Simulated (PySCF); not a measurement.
C7H7, multiplicity 2. Atoms are numbered in the order given.

```xyz
14

C      2.3371    -0.1664     0.1297
C      0.8406    -0.0548     0.0535
C      0.2132     1.1955    -0.0032
C     -1.1814     1.3070    -0.0885
C     -1.8952     0.1323    -0.1127
C     -1.3485    -1.1304    -0.0589
C      0.0456    -1.2100     0.0260
H      2.7528    -0.5833    -0.8020
H      2.8062     0.8137     0.2935
H      2.6490    -0.8320     0.9493
H      0.8232     2.1037     0.0208
H     -1.6626     2.2877    -0.1310
H     -1.9612    -2.0357    -0.0788
H      0.5245    -2.1931     0.0729
```
Charge 0, spin multiplicity 2.

Coordinates come from a PBE0-D3(BJ)/def2-SVP optimisation. The isomer is the one that the SMILES or the coordinates give; other isomers of the formula were not compared.

The numbers are results of B3LYP/def2-TZVP (PySCF), not measurements.

ESP charges are fitted to the potential on shells at 1.4 to 2.0 van der Waals radii. Atomic charges (e):

```tsv
atom	meta-Löwdin	Löwdin	ESP fit	Mulliken	Mulliken spin
C1	-0.33	-0.26	-0.67	[?]	0.00
C2	0.02	-0.17	0.52	0.15	-0.04
C3	-0.12	-0.11	-0.37	[?]	0.06
C4	-0.13	-0.16	-0.04	-0.15	-0.03
C5	-0.03	0.00	-0.14	0.01	0.92
C6	-0.13	-0.16	-0.05	-0.15	-0.03
C7	-0.12	-0.11	-0.37	[?]	0.06
H8	0.12	0.13	0.17	[?]	0.00
H9	0.11	0.13	0.17	[?]	0.00
H10	0.12	0.13	0.17	[?]	0.00
H11	0.11	0.15	0.17	[?]	0.01
H12	0.13	0.15	0.14	0.12	0.02
H13	0.13	0.15	0.14	0.12	0.02
H14	0.11	0.15	0.17	[?]	0.01
```

What belongs in the gaps? (Estimate from the structure and the level; the computed values follow.)


- C1, Mulliken: -0.36
- C3, Mulliken: -0.16
- C7, Mulliken: -0.16
- H8, Mulliken: 0.12
- H9, Mulliken: 0.11
- H10, Mulliken: 0.12
- H11, Mulliken: 0.11
- H14, Mulliken: 0.11

Computed Mayer and Wiberg (Löwdin basis) orders of the bonds:
| bond | Mayer | Wiberg |
|---|---|---|
| C1–C2 | 0.91 | 1.22 |
| C2–C3 | 1.42 | 1.49 |
| C3–C4 | 1.38 | 1.55 |
| C4–C5 | 1.50 | 1.70 |
| C5–C6 | 1.49 | 1.69 |
| C2–C7 | 1.38 | 1.48 |
| C6–C7 | 1.39 | 1.57 |
| C1–H8 | 0.96 | 0.89 |
| C1–H9 | 0.99 | 0.89 |
| C1–H10 | 0.97 | 0.89 |
| C3–H11 | 0.95 | 0.82 |
| C4–H12 | 0.96 | 0.83 |
| C6–H13 | 0.96 | 0.83 |
| C7–H14 | 0.96 | 0.82 |
